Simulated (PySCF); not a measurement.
BrF: energy against distance

Set-up: basis Br def2-TZVPP, F def2-TZVPP; no relativity; PySCF 2.14. Energies in eV from Br + F in their ground configurations at the same level. All curves are PBE0. state 1: ¹Σ⁺ (singlet), closed shell; state 2: ³Π (triplet), unpaired electrons σ ↑, π ↑, a second solution, started from another occupation.

| R (Å) | state 1 | state 2 |
| --- | --- | --- |
| 1.512 | -1.349 | 2.6676 |
| 1.582 | -2.070 | 1.5447 |
| 1.653 | -2.459 | 0.7297 |
| 1.705 | -2.594 | 0.2733 |
| 1.758 | -2.629 | -0.0758 |
| 1.811 | -2.588 | -0.3371 |
| 1.881 | -2.448 | -0.5752 |
| 1.969 | -2.179 | -0.7355 |
| 2.074 | -1.781 | -0.7871 |
| 2.215 | -1.202 | -0.7207 |

Question: Put a parabola through the three lowest points of the state 1 curve and estimate Re, k and ωe (reduced mass 15.31 u; 1 eV/Å² = 0.16022 mdyn/Å; ωe = 1302.8·√(k/μ) cm⁻¹).

Answer: Through R = 1.705, 1.758, 1.811 Å the second-order coefficient is 13.5 eV/Å², so Re ≈ 1.756 Å, k ≈ 4.33 mdyn/Å and ωe ≈ 693 cm⁻¹. A polynomial fit of higher order to the unrounded PBE0 energies gives Re = 1.753 Å, k = 4.45 mdyn/Å, ωe = 702 cm⁻¹; anharmonicity and rounding make the difference.

The higher-order fit for each curve: state 1: Re = 1.753 Å, ωe = 702 cm⁻¹, De = 2.63 eV; state 2: Re = 2.070 Å, ωe = 388 cm⁻¹, minimum 0.79 eV below the ground-state fragments.
